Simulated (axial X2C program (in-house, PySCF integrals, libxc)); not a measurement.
**LiSc: from the spin-free to the two-component result**

All values were computed with an axial X2C code built on PySCF integrals. Spin-free means the one-electron spin-free X2C Hamiltonian; two-component (2c) means X2C with spin–orbit coupling and atomic mean-field two-electron Coulomb and Gaunt terms, so the difference of the two also holds small scalar two-electron terms. Basis: Sc dyall-cv3z [10s11p7d5f2g], Li dyall-cv3z [7s8p2d] (cores contracted in-house); Gaussian nuclei, density fitting, unrestricted open shells. Masses: Sc 44.956 u, Li 7.016 u.

Spin-free state: M_S = 1, Λ = 1 (beyond evenly filled blocks: σα, π+α); fragments Sc + Li.

```json
{"level": "PBE0", "Re (Å)": "3.154", "ωe (cm⁻¹)": "222.2", "De (eV)": "0.398", "μ (D)": "1.43"}
{"level": "r2SCAN0", "Re (Å)": "3.189", "ωe (cm⁻¹)": "219.1", "De (eV)": "0.331", "μ (D)": "2.05"}
```

Dipoles are positive if Li is the positive end.

Two-component determinant lowest at the distance of the search:

Ω = 1 (⟨Sz⟩ = -1.00, ⟨Lz⟩ = 2.00 at PBE0); fragments Sc + Li.

| level | Re (Å) | ωe (cm⁻¹) | De (eV) | μ (D) |
| --- | --- | --- | --- | --- |
| PBE0 | 3.185 | 236.9 | 0.403 | 1.20 |
| r2SCAN0 | 3.186 | 233.3 | 0.309 | 1.48 |

From the two tables, how do the constants change at the PBE0 level (2c against spin-free)?

At the PBE0 level Re goes up by 0.031 Å and ωe goes up by 14.7 cm⁻¹; De is not compared, since the atomic limits differ or miss part of their spin–orbit lowering. The two determinants differ in configuration, so these shifts compare two states and are not the spin–orbit effect on one state.

The state is a single determinant with fixed occupations, the lowest that a limited PBE0 search found. Dissociation energies refer to the lowest single-determinant-based atoms at the same level and basis. Density functionals use the spin component along the axis (collinear). A 2c atom that is not at its ground J level misses part of its spin–orbit lowering, and De is too large by that part (0.04 eV or less for light atoms). This holds for PBE0, r2SCAN0. Other states lie close and PBE0, whose exact exchange favours high spin, may order them wrongly; the determinant shown need not be the ground state. The nearest other spin-free determinant of the search, M_S = 1, Λ = 2, lies 0.005 eV up at the distance of the search. The functionals have no current-density term, which raises determinants with orbital currents, atoms included. The atomic limit has a lower orbital projection than the molecule and lies lower at mean-field level, so De may be about a tenth of an eV too small. With several unpaired electrons one determinant need not be a pure state.
